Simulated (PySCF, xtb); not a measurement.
Si(H)(Cl)3 cation (Cl₃HSi), SMILES Cl[SiH](Cl)Cl (connectivity only; charge and spin as stated), charge +1, multiplicity 2. Atoms are numbered in the order given.

```xyz
5

Si     0.0000     0.0000     0.1993
Cl    -1.7121    -0.9885    -0.0906
Cl     0.0000     1.9770    -0.0906
Cl     1.7121    -0.9885    -0.0906
H      0.0000     0.0000     1.8317
```
Charge +1, spin multiplicity 2.

Coordinates come from a PBE0-D3(BJ)/def2-SVP optimisation. The multiplicity is an assumed one; other spin states were not compared. The isomer is the one that the SMILES or the coordinates give; other isomers of the formula were not compared.

These are C-PCM-B3LYP/def2-SVP (PySCF) values and carry that method's errors.

The values are the electrostatic part of the solvation free energy, E(continuum) − E(gas) at the gas-phase geometry, in a cavity of scaled van der Waals radii (PySCF's table); cavitation and dispersion terms are not included.

Computed values in water (ε = 78.36), N,N-dimethylformamide (ε = 37.22), ethanol (ε = 24.85):
```
solvent                    ε  ΔG(elec) (kcal/mol)
---------------------  -----  -------------------
water                  78.36                -57.0
N,N-dimethylformamide  37.22                -56.1
ethanol                24.85                -55.4
```

For comparison, GFN2-xTB/ALPB(water) (xtb, at the GFN2-xTB geometry, all terms of that model) gives -53.5 kcal/mol.
